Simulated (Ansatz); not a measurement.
```yaml
atoms:
  - { symbol: C, position_ang: [0.0261, 0.0086, -0.6816] }
  - { symbol: C, position_ang: [0.0386, -0.0100, 0.7535] }
  - { symbol: H, position_ang: [-0.0206, -0.9539, -1.2624] }
  - { symbol: H, position_ang: [-0.0159, 0.9232, -1.2561] }
  - { symbol: H, position_ang: [-0.9154, -0.0433, 1.2846] }
  - { symbol: H, position_ang: [0.9649, -0.0379, 1.2993] }
```

Basis set: aug-cc-pVDZ (spherical functions). Left uncorrelated: 2 orbitals. Charge 0, multiplicity 3.

Computed with Ansatz (development build ahead of 0.2.0); each method stands on the lowest determinant of its kind that the runs found.

Problem. Give the atomization energy at this shape (free ground-state atoms in the same class of orbitals less the molecule, no zero-point energy) of triplet C₂H₄ by UHF-MP2, UHF.

Solution.

| method | atomization energy |
| --- | --- |
| UHF-MP2 | 20.09 eV |
| UHF | 16.34 eV |

Caution: another spin multiplicity may lie lower.
